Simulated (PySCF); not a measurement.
H12Si5, charge +1, doublet, at a GFN2-xTB geometry (a state made from the parent by changing its charge; the spin is typed, not shown lowest); PySCF with R2SCAN/3-21G.

Here is a job for PySCF.
```python
from pyscf import gto, scf, dft

mol = gto.M(
    atom='''
Si   -0.253109   -2.107674   -1.161540
Si   -0.004939    0.006049   -0.006499
Si   -0.371984    2.100805   -1.158123
Si   -1.706418   -0.055811    1.711927
Si    2.335020    0.058136    0.611323
H    -1.619928   -2.101886   -1.676910
H    -0.014118   -3.248648   -0.286473
H     0.705800   -2.064264   -2.262620
H    -0.177093    3.253908   -0.287848
H    -1.743093    2.031867   -1.657864
H     0.573391    2.104009   -2.271990
H    -3.057723   -0.043711    1.166095
H    -1.446271   -1.274961    2.473624
H    -1.449955    1.121676    2.537808
H     2.532395   -1.124411    1.446085
H     3.221712    0.052130   -0.545276
H     2.494895    1.273222    1.406134
''',
    basis='3-21g',
    charge=1,
    spin=1,
    verbose=4,
)

mf = dft.UKS(mol)
mf.xc = 'r2scan'
mf.level_shift = 1.0
mf.max_cycle = 100
mf.kernel()
mf.analyze()
```

Write the output that PySCF gives for this input, abridged.


```
PySCF version 2.14.0

[INPUT] verbose = 4
[INPUT] num. atoms = 17
[INPUT] num. electrons = 81
[INPUT] charge = 1
[INPUT] spin (= nelec alpha-beta = 2S) = 1
[INPUT] symmetry False subgroup None
[INPUT] Mole.unit = angstrom
[INPUT] Symbol           X                Y                Z      unit          X                Y                Z       unit  Magmom
[...]
nuclear repulsion = 486.62421228527
number of shells = 59
number of NR pGTOs = 171
number of NR cGTOs = 89
basis = 3-21g
ecp = {}

******** <class 'pyscf.dft.uks.UKS'> ********
method = UKS
initial guess = minao
damping factor = 0
level_shift factor = 1.0
DIIS = <class 'pyscf.scf.diis.CDIIS'>
diis_start_cycle = 1
diis_space = 8
diis_damp = 0
SCF conv_tol = 1e-09
SCF conv_tol_grad = None
SCF max_cycles = 100
direct_scf = True
direct_scf_tol = 1e-13
number electrons alpha = 41  beta = 40
XC library pyscf.dft.libxc version 7.1.2
    S. Lehtola, C. Steigemann, M. J. T. Oliveira, and M. A. L. Marques,  SoftwareX 7, 1–5 (2018)
XC functionals = r2scan
    J. W. Furness, A. D. Kaplan, J. Ning, J. P. Perdew, and J. Sun,  J. Phys. Chem. Lett. 11, 8208–8215 (2020)
    J. W. Furness, A. D. Kaplan, J. Ning, J. P. Perdew, and J. Sun,  J. Phys. Chem. Lett. 11, 9248–9248 (2020)
    J. W. Furness, A. D. Kaplan, J. Ning, J. P. Perdew, and J. Sun,  J. Phys. Chem. Lett. 11, 8208–8215 (2020)
    J. W. Furness, A. D. Kaplan, J. Ning, J. P. Perdew, and J. Sun,  J. Phys. Chem. Lett. 11, 9248–9248 (2020)
radial grids:
    Treutler-Ahlrichs [JCP 102, 346 (1995); DOI:10.1063/1.469408] (M4) radial grids

becke partition: Becke, JCP 88, 2547 (1988); DOI:10.1063/1.454033
pruning grids: <function nwchem_prune>
grids dens level: 3
symmetrized grids: False
atomic radii adjust function: <function treutler_atomic_radii_adjust>
small_rho_cutoff = 0
Set gradient conv threshold to 3.16228e-05
tot grids = 213600
init E= -1445.40732227435

cycle= 1 E= -1446.26473476532  delta_E= -0.857  |g|= 0.363  |ddm|= 2.22
cycle= 2 E= -1446.36636107272  delta_E= -0.102  |g|= 0.137  |ddm|= 0.428
cycle= 3 E= -1446.3788023723  delta_E= -0.0124  |g|= 0.0827  |ddm|= 0.192
cycle= 4 E= -1446.38379027126  delta_E= -0.00499  |g|= 0.0505  |ddm|= 0.116
cycle= 5 E= -1446.38571016257  delta_E= -0.00192  |g|= 0.032  |ddm|= 0.0775
cycle= 6 E= -1446.38649515394  delta_E= -0.000785  |g|= 0.0211  |ddm|= 0.0497
cycle= 7 E= -1446.38684825968  delta_E= -0.000353  |g|= 0.0143  |ddm|= 0.0344
cycle= 8 E= -1446.38702066032  delta_E= -0.000172  |g|= 0.00984  |ddm|= 0.0236
cycle= 9 E= -1446.38710517012  delta_E= -8.45e-05  |g|= 0.00716  |ddm|= 0.017
cycle= 10 E= -1446.38715251956  delta_E= -4.73e-05  |g|= 0.00533  |ddm|= 0.0123
cycle= 11 E= -1446.38718027123  delta_E= -2.78e-05  |g|= 0.00404  |ddm|= 0.00914
cycle= 12 E= -1446.38719735926  delta_E= -1.71e-05  |g|= 0.00312  |ddm|= 0.00697
cycle= 13 E= -1446.38720825774  delta_E= -1.09e-05  |g|= 0.00246  |ddm|= 0.00529
cycle= 14 E= -1446.3872154457  delta_E= -7.19e-06  |g|= 0.00199  |ddm|= 0.00409
cycle= 15 E= -1446.38722042298  delta_E= -4.98e-06  |g|= 0.00163  |ddm|= 0.00321
cycle= 16 E= -1446.3872239368  delta_E= -3.51e-06  |g|= 0.00136  |ddm|= 0.00253
cycle= 17 E= -1446.38722649837  delta_E= -2.56e-06  |g|= 0.00114  |ddm|= 0.00201
cycle= 18 E= -1446.38722837115  delta_E= -1.87e-06  |g|= 0.000969  |ddm|= 0.00161
cycle= 19 E= -1446.38722977006  delta_E= -1.4e-06  |g|= 0.000836  |ddm|= 0.00131
cycle= 20 E= -1446.38723084851  delta_E= -1.08e-06  |g|= 0.000721  |ddm|= 0.0011
cycle= 21 E= -1446.38723167097  delta_E= -8.22e-07  |g|= 0.000631  |ddm|= 0.000901
cycle= 22 E= -1446.38723231015  delta_E= -6.39e-07  |g|= 0.000557  |ddm|= 0.000749
cycle= 23 E= -1446.38723281472  delta_E= -5.05e-07  |g|= 0.000494  |ddm|= 0.000634
cycle= 24 E= -1446.38723321698  delta_E= -4.02e-07  |g|= 0.000438  |ddm|= 0.000545
cycle= 25 E= -1446.38723353488  delta_E= -3.18e-07  |g|= 0.00039  |ddm|= 0.000463
cycle= 26 E= -1446.38723378782  delta_E= -2.53e-07  |g|= 0.000351  |ddm|= 0.000405
[...]
converged SCF energy = -1446.38723488708  <S^2> = 0.75215747  2S+1 = 2.0021563
Total Energy =                       -1446.387234887081831
[...]
spin_pop of  2 Si 3pz       0.04474
spin_pop of  2 Si 4px       0.00027
spin_pop of  2 Si 4py       0.00056
spin_pop of  2 Si 4pz       0.00044
spin_pop of  3 Si 1s       -0.00000
spin_pop of  3 Si 2s       -0.00000
spin_pop of  3 Si 3s        0.00191
spin_pop of  3 Si 4s        0.00019
spin_pop of  3 Si 2px       0.00000
spin_pop of  3 Si 2py      -0.00000
spin_pop of  3 Si 2pz      -0.00000
spin_pop of  3 Si 3px       0.02325
spin_pop of  3 Si 3py      -0.00535
spin_pop of  3 Si 3pz       0.07586
spin_pop of  3 Si 4px       0.00041
spin_pop of  3 Si 4py       0.00025
spin_pop of  3 Si 4pz       0.00064
spin_pop of  4 Si 1s       -0.00000
spin_pop of  4 Si 2s       -0.00000
spin_pop of  4 Si 3s        0.00225
spin_pop of  4 Si 4s        0.00020
spin_pop of  4 Si 2px      -0.00000
spin_pop of  4 Si 2py      -0.00000
spin_pop of  4 Si 2pz      -0.00000
spin_pop of  4 Si 3px       0.07780
spin_pop of  4 Si 3py      -0.00527
spin_pop of  4 Si 3pz       0.02635
spin_pop of  4 Si 4px       0.00073
spin_pop of  4 Si 4py       0.00025
spin_pop of  4 Si 4pz       0.00033
spin_pop of  5 H 1s        0.02407
spin_pop of  5 H 2s        0.00010
spin_pop of  6 H 1s       -0.00495
spin_pop of  6 H 2s        0.00006
spin_pop of  7 H 1s        0.02107
spin_pop of  7 H 2s        0.00010
spin_pop of  8 H 1s       -0.00418
spin_pop of  8 H 2s        0.00005
spin_pop of  9 H 1s        0.02296
spin_pop of  9 H 2s        0.00009
spin_pop of  10 H 1s        0.02158
spin_pop of  10 H 2s        0.00009
spin_pop of  11 H 1s       -0.00443
spin_pop of  11 H 2s        0.00005
spin_pop of  12 H 1s        0.02003
spin_pop of  12 H 2s        0.00009
spin_pop of  13 H 1s        0.02510
spin_pop of  13 H 2s        0.00010
spin_pop of  14 H 1s        0.02299
spin_pop of  14 H 2s        0.00010
spin_pop of  15 H 1s       -0.00486
spin_pop of  15 H 2s        0.00006
spin_pop of  16 H 1s        0.02246
spin_pop of  16 H 2s        0.00010
 ** Mulliken Spin Density (per atom)  **
spin density of  0 Si =      0.10348
spin density of  1 Si =      0.43953
spin density of  2 Si =      0.09439
spin density of  3 Si =      0.09715
spin density of  4 Si =      0.10263
spin density of  5 H =      0.02417
spin density of  6 H =     -0.00489
spin density of  7 H =      0.02116
spin density of  8 H =     -0.00413
spin density of  9 H =      0.02305
spin density of  10 H =      0.02167
spin density of  11 H =     -0.00437
spin density of  12 H =      0.02012
spin density of  13 H =      0.02520
spin density of  14 H =      0.02309
spin density of  15 H =     -0.00481
spin density of  16 H =      0.02256
 ** Mulliken pop alpha/beta on meta-lowdin orthogonal AOs **
 ** Mulliken pop       alpha | beta **
In total            41.00000 | 40.00000
 ** Mulliken atomic charges   ( Nelec_alpha | Nelec_beta ) **
charge of  0Si =      0.27640  (     6.91354      6.81006 )
charge of  1Si =      0.02306  (     7.20823      6.76871 )
charge of  2Si =      0.27292  (     6.91074      6.81634 )
charge of  3Si =      0.27323  (     6.91196      6.81481 )
charge of  4Si =      0.27537  (     6.91363      6.81100 )
charge of  5H =     -0.01077  (     0.51747      0.49330 )
charge of  6H =     -0.00728  (     0.50120      0.50609 )
charge of  7H =     -0.01174  (     0.51645      0.49529 )
charge of  8H =     -0.00738  (     0.50163      0.50576 )
charge of  9H =     -0.01144  (     0.51724      0.49419 )
charge of  10H =     -0.01191  (     0.51679      0.49512 )
charge of  11H =     -0.00711  (     0.50137      0.50574 )
charge of  12H =     -0.01250  (     0.51631      0.49619 )
charge of  13H =     -0.01090  (     0.51805      0.49285 )
charge of  14H =     -0.01150  (     0.51730      0.49421 )
charge of  15H =     -0.00701  (     0.50110      0.50591 )
charge of  16H =     -0.01143  (     0.51699      0.49443 )

WARN: System has nonzero charge 1; the dipole moment is origin-dependent.
Location of origin: [0. 0. 0.]

Dipole moment(X, Y, Z, Debye):  0.01434, -0.02973, -0.01467
```
